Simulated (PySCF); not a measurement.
**Polarisability and C₆ of Ar²⁺ (argon, charge +2)**

[Ne] 3s2 3p4, high-spin 3P determinant. Calculation: PySCF 2.14, in aug-cc-pwCVQZ (10s9p7d5f3g, 134 functions); no relativity, point nucleus. Coupled (time-dependent) response in atomic units; α is the mean over directions.

```tsv
method	mean α (bohr³)	α xx, yy, zz	C₆ (like pair)	S(−4)
wB97X-V	4.821	4.863, 4.737, 4.863	16.93	5.665
```

S(−4) is the Cauchy moment in α(ω) = α(0) + S(−4) ω² + …

α(iu) at wB97X-V:

```json
{"u (hartree)": "0", "α(iu) (bohr³)": "4.821"}
{"u (hartree)": "0.0500", "α(iu) (bohr³)": "4.807"}
{"u (hartree)": "0.100", "α(iu) (bohr³)": "4.765"}
{"u (hartree)": "0.200", "α(iu) (bohr³)": "4.606"}
{"u (hartree)": "0.300", "α(iu) (bohr³)": "4.366"}
{"u (hartree)": "0.500", "α(iu) (bohr³)": "3.756"}
{"u (hartree)": "0.750", "α(iu) (bohr³)": "2.970"}
{"u (hartree)": "1.00", "α(iu) (bohr³)": "2.314"}
{"u (hartree)": "1.50", "α(iu) (bohr³)": "1.444"}
{"u (hartree)": "2.00", "α(iu) (bohr³)": "0.9661"}
{"u (hartree)": "3.00", "α(iu) (bohr³)": "0.5187"}
{"u (hartree)": "5.00", "α(iu) (bohr³)": "0.2306"}
```

A single London oscillator, α(iu) = α/(1 + u²/ω²), gives C₆ = (3/4) ω α². Matching the computed C₆ needs ω = 4 × 16.93 / (3 × 4.821²) = 0.971 hartree.

For an ion, C₆ is the dispersion term alone; charge-induced terms of lower order in 1/R come first.

The components differ because the open shell of this determinant is not spherical; for a pure term their mean is the scalar polarisability.
